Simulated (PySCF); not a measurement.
Dipole moment and polarisability of 2-thiophenecarbonyl chloride

2-thiophenecarbonyl chloride, C5H3ClOS.
SMILES with atom numbers: `[O:1]=[C:2]([Cl:3])[c:4]1[cH:5][cH:6][cH:7][s:8]1` (hydrogens: H9 on C5; H10 on C6; H11 on C7)

Cartesian coordinates in Å at the GFN2-xTB level; atoms count from 1:
```xyz
11
C5H3ClOS angstrom
O      2.6456    1.1403    1.0506
C      2.0494    0.2899    0.4686
Cl     2.9389   -1.0990   -0.2060
C      0.6399    0.2064    0.2115
C     -0.0941   -0.7507   -0.4525
C     -1.4622   -0.4548   -0.4826
C     -1.7578    0.7173    0.1541
S     -0.3796    1.4859    0.8037
H      0.3471   -1.6247   -0.8948
H     -2.1998   -1.0788   -0.9536
H     -2.7221    1.1709    0.2752
```

Level: B3LYP/def2-SVPD (PySCF), static field, nuclei fixed, core orbitals frozen in the response. The polarisability tensor in these axes (au):

```
x   124.33  -8.76   4.98
y    -8.76  92.04  19.49
z     4.98  19.49  68.28
```

**Question.** Give the principal values, the mean and the anisotropy Δα = √{½[(α1 − α2)² + (α2 − α3)² + (α1 − α3)²]}.

**Answer.** Principal values 56.24, 101.87 and 126.56 au; mean 94.89 au = 14.06 Å³ = 15.64 × 10⁻⁴⁰ C²·m²/J; Δα = 61.79 au (65 % of the mean).

**Question.** What is the dipole moment, and where does it point?

**Answer.** (-4.28, -0.81, -1.10) D, 4.49 D in size, pointing from the negative to the positive side. Measured along this direction, the outermost atoms are O1 at the negative end and H10 at the positive end.

**Question.** Rayleigh depolarisation ratio (linearly polarised light, static tensor)?

**Answer.** ρ = 3Δα²/(45ᾱ² + 4Δα²) = 11455.4/(405163 + 15273.9) = 0.0272.

**Question.** Orientational against electronic polarisability at 298 K (dilute gas, rigid molecules)?

**Answer.** In Gaussian units μ²/3kT = 163.61 Å³ against 14.06 Å³, a ratio of 11.64; the Debye molar polarisation (4π/3)N_A(α + μ²/3kT) is 448.2 cm³/mol, leaving out the vibrational part.

**Question.** In TDDFT the mean static polarisability is Σ f/ω² over all singlet excitations (ω in hartree). How much of it do the 8 lowest give? Their energies (eV) and oscillator strengths: 4.39, 0.0001; 4.60, 0.1788; 4.84, 0.1422; 5.37, 0.0003; 5.70, 0.0236; 6.24, 0.0004; 6.43, 0.0007; 6.63, 0.0012.

**Answer.** They add up to 11.33 au, 11.9 % of the 94.89 au; the largest single term is 6.25 au, from the state at 4.60 eV. Terms in order: 0.00, 6.25, 4.50, 0.01, 0.54, 0.01, 0.01, 0.02 au. Higher excitations give the rest. The strengths listed sum to 0.347.

**Question.** Find the Langevin capture rate constant for O2+ (31.990 u) meeting this molecule (145.959 u), k = 2.342 × 10⁻⁹ cm³/s × √(α in Å³ / reduced mass in u).

**Answer.** The reduced mass is 26.24 u, so k = 1.71 × 10⁻⁹ cm³/s. The formula leaves out the permanent dipole, which adds to the capture rate.

Isolated species at its GFN2-xTB geometry (one conformer only).
